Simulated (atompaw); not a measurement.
## terbium: one change to a PAW (atompaw) potential, before and after

Tb, PAW, made with atompaw 4.2.0.5 (PBE, scalar-relativistic). Core [Kr] 4d10 4f8, reference 5s2 5p6 5d1 6s1 6p1. Waves: 5s (bound); 6s (bound); 5p (bound); 6p (bound); 5d (bound); 5d channel at 0.95 Ry. Local part: bessel scheme, radius 2.70 bohr. Core correction: smooth core density matched at 1.50 bohr. Augmentation charge: sinc compensation charge, radius 2.90 bohr; PAW radius 3.00 bohr; waves and projectors: bloechl.

Change: waves 5s (bound): rc 1.50 bohr; 6s (bound): rc 3.00 bohr; 5p (bound): rc 2.70 bohr; 6p (bound): rc 2.80 bohr; 5d (bound): rc 3.00 bohr; 5d channel at 0.95 Ry: rc 3.00 bohr; augmentation sinc compensation charge, radius 2.90 bohr; PAW radius 3.00 bohr; waves and projectors: custom rrkj gramschmidtortho.

Cutoffs: the cutoffs (Ry, on a coarse ladder) from which the occupation-weighted sum of valence levels, in a spherical-Bessel basis at the reference potential, stays within 10 and 1 mRy of its value at 400 Ry; they do not see the model core or the augmentation charge, which bear on the density cutoff.

Q: What does the change do?

A: The potential gets neither clearly harder nor softer (18 Ry and 25 Ry → 15 Ry and 30 Ry); the p channel sets the loose cutoff, while the largest relative change is in d, which becomes softer; the range in which the s phases agree narrows (upper end 3.8 → 2.4); the range in which the p phases agree narrows (upper end at the end of the scan → 3.2); neither file shows a bound ghost.

| quantity | base | changed |
| --- | --- | --- |
| cutoff, loose | 18 Ry | 15 Ry |
| cutoff, tight | 25 Ry | 30 Ry |
| loose cutoff by channel (10 mRy a level) | s 12 Ry, p 15 Ry, d 12 Ry | s 12 Ry, p 15 Ry, d 8 Ry |
| bound ghosts | none | none |
| s: phases at 3.01 bohr within 0.05 rad from the reference energy up to (Ry; the scan ends near 5) | 3.8 | 2.4 |
| p: phases at 3.01 bohr within 0.05 rad from the reference energy up to (Ry; the scan ends near 5) | to the end of the scan | 3.2 |
| d: phases at 3.01 bohr within 0.05 rad from the reference energy up to (Ry; the scan ends near 5) | to the end of the scan | 2.4 |
| lowest overlap eigenvalue by channel | s 0.49, p 0.64, d 0.90 | s 0.42, p 0.09, d 0.25 |

 The cutoffs see the waves, projectors and local potential, not the compensation charge or the core.
